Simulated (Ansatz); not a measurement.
The first iterations of a band of BCl2F + H2 (6 atoms, charge 0, multiplicity 1).

The calculation used RKS PBE0-D4/def2-SVP in Ansatz.

```json
{
  "movable images": "9",
  "climbing image": "yes",
  "spring": "5.0 eV/Å²",
  "optimiser": "quadratic models (default)",
  "start path": "through a guess of the saddle point",
  "force threshold": "0.05 eV/Å",
  "iteration limit": "60",
  "end points": "relaxed"
}
```

Image 0:

```xyz
6
Properties=species:S:1:pos:R:3
B -0.034 0.520 0.106
Cl -0.009 0.934 1.799
F 1.092 0.231 -0.498
Cl -1.519 0.506 -0.805
H -0.245 -2.539 0.572
H -0.113 -2.301 1.282
```

Image 10:

```xyz
6
Properties=species:S:1:pos:R:3
B -0.115 -0.365 -0.596
Cl -0.088 -0.130 2.500
F 1.076 0.177 -0.700
Cl -1.522 0.617 -0.930
H -0.226 -1.539 -0.362
H 0.046 -1.409 2.545
```

| iteration | highest image above the first end (eV) | largest band force component (eV/Å) |
| --- | --- | --- |
| 1 | 2.969 | 5.343 |
| 2 | 1.753 | 2.560 |
| 3 | 1.716 | 8.514 |
| 4 | 1.468 | 2.747 |
| 5 | 1.642 | 2.628 |
| 6 | 1.498 | 5.430 |
| 7 | 1.442 | 1.755 |
| 8 | 1.725 | 13.427 |
| 9 | 1.471 | 5.484 |
| 10 | 1.421 | 2.159 |
| 11 | 1.345 | 4.569 |
| 12 | 1.292 | 1.616 |
| 13 | 1.444 | 2.050 |
| 14 | 1.400 | 3.272 |
| 15 | 1.413 | 1.867 |
| 16 | 1.429 | 0.541 |

Q: Does the band converge within its limit, and where does its top end?

A: The run converged. It ended after 50 iterations with the highest image 1.459 eV above the first end. A vibrational analysis at the climbing image gives one clearly imaginary mode, 868i cm⁻¹: a first-order saddle point. The orbitals stay closed-shell, which can raise the energy where a bond breaks towards radicals; this wasn't checked here.

The run took 6.3 min on 1 thread of AMD EPYC 9R45 96-Core Processor (Zen 5) (shared host), peak memory 0.16 GiB.
